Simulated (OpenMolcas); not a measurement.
# Computed transition rates of Cr

```
Program             : OpenMolcas 26.06
Method              : MS-CASPT2, IPEA 0.25 Eh, imaginary shift 0.1 Eh (closed shells correlated: 3s 3p)
Basis               : ANO-RCC-VQZP [7s6p4d3f2g1h]
Scalar Hamiltonian  : DKH2, point nucleus
Active space        : 6 electrons in 6 orbitals (3d 4s)
State averaging     : 2S+1 = 7 even, 1 root; 2S+1 = 5 even, 23 roots kept (CI in the orbitals of an earlier block); 2S+1 = 3 even, 9 roots kept (CI in the orbitals of an earlier block)
Spin-orbit coupling : state interaction with AMFI integrals over the reference wave functions, term energies averaged over their components
```

Rates come from the transition moments of the reference wave functions (E1 and E2 in the length form). At fixed line strength A goes as λ^-3 for E1 and M1 and as λ^-5 for E2, so a rate at the computed wavelength can be rescaled to the measured one. Measured vacuum wavelengths follow from level energies in NIST Handbook of Basic Atomic Spectroscopic Data. Branching counts decays inside the model space alone, at computed energies, and the table is only a selection of the E2 and M1 lines, drawn from those between levels with measured partners whose computed energy lies within a factor of 1.5 of the measured one.

```csv
Upper,Lower,Type,λ computed (nm),λ measured (nm),A computed (s-1),A rescaled (s-1),Branching %
3d4 4s2 5D2,3d4 4s2 5D1,M1,98700,85730,5.92e-05,9.03e-05,99.3
3d4 4s2 5D3,3d4 4s2 5D2,M1,65790,59620,1.63e-04,2.19e-04,99.6
3d4 4s2 5D4,3d4 4s2 5D3,M1,49340,47090,2.26e-04,2.60e-04,99.7
3d5 4s 5G5,3d4 4s2 5D4,E2,621.4,818.6,9.61e-02,2.42e-02,23.8
3d5 4s 5G6,3d4 4s2 5D4,E2,621.4,818.9,3.84e-01,9.66e-02,100.0
3d5 4s 5G4,3d4 4s2 5D3,E2,613.7,804.6,1.61e-01,4.16e-02,38.4
3d5 4s 5G5,3d4 4s2 5D3,E2,613.7,804.6,3.07e-01,7.93e-02,76.2
3d5 4s 5G4,3d4 4s2 5D2,E2,608,793.9,2.41e-01,6.35e-02,57.4
3d5 4s 5G3,3d4 4s2 5D2,E2,608,794.1,1.97e-01,5.18e-02,45.6
3d5 4s 5G2,3d4 4s2 5D2,E2,608,794.3,6.30e-02,1.66e-02,14.2
3d5 4s 5G3,3d4 4s2 5D1,E2,604.3,786.8,1.89e-01,5.05e-02,43.8
3d5 4s 5G2,3d4 4s2 5D1,E2,604.3,787,2.12e-01,5.66e-02,48.0
3d5 4s 5G2,3d4 4s2 5D0,E2,602.4,783.3,1.62e-01,4.36e-02,36.6
3d5 4s 5P2,3d4 4s2 5D4,E2,560.7,738.5,2.82e-01,7.11e-02,34.8
3d5 4s 5P3,3d4 4s2 5D4,E2,560.6,738.9,2.18e-01,5.48e-02,25.4
3d5 4s 5P3,3d4 4s2 5D3,E2,554.3,727.5,2.55e-01,6.55e-02,29.8
3d5 4s 5P1,3d4 4s2 5D3,E2,554,726.7,3.39e-01,8.73e-02,48.0
3d5 4s 5P2,3d4 4s2 5D2,E2,549.8,718.4,8.97e-02,2.35e-02,11.1
3d5 4s 5P3,3d4 4s2 5D2,E2,549.7,718.7,1.53e-01,4.00e-02,17.8
3d5 4s 5P1,3d4 4s2 5D2,E2,549.4,717.9,2.70e-01,7.09e-02,38.3
3d5 4s 5P2,3d4 4s2 5D1,E2,546.7,712.4,1.99e-01,5.30e-02,24.6
3d5 4s 5P1,3d4 4s2 5D1,E2,546.3,711.9,8.09e-02,2.15e-02,11.4
3d5 4s 5P2,3d4 4s2 5D0,E2,545.2,709.4,1.06e-01,2.84e-02,13.1
3d5 4s 5P2,3d5 4s 7S3,M1,408.2,457.7,1.29e-01,,15.8
3d5 4s 5P3,3d5 4s 7S3,M1,408.2,457.9,1.83e-01,,21.4
```

Spin-changing lines and M1 lines between different terms are not rescaled, since their strength hangs on the term gaps too.

The largest correction is for 3d5 4s 5P3 → 3d4 4s2 5D4 (E2): 2.18e-01 × (560.6 / 738.9)^5 = 5.48e-02 s-1, a factor of 0.25.

The computed order of these levels differs from the measured one in 3 places, and where term gaps are wrong the rates of spin-changing lines can be off by large factors.

No measured rate stands beside these. Rescaling mends the energy factor alone: line strengths can still be far off where a level mixes with configurations outside the active space, and weak or spin-changing lines hang on small mixing coefficients that depend on the term gaps too, so rescaling need not improve them.

CASPT2 does not keep the components of a term degenerate, so their means are used; among the terms shown or strongly mixed into the levels shown the widest spread is 750 cm-1 (3d5 4s 5G). Over all roots computed the reference weight is 0.83 to 0.90; the roots of lowest weight are the least certain, and an intruder state may touch them. Terms from blocks run as CI alone lack orbitals of their own. A single d shell beside an s shell can misplace configurations of different d count against each other. Measured partners are found by configuration, term and J. A level has none where our copy of the source lacks it or the pairing is in doubt (some pairs that miss far off the trend of their configuration count as doubtful). Only configurations of the active space appear.
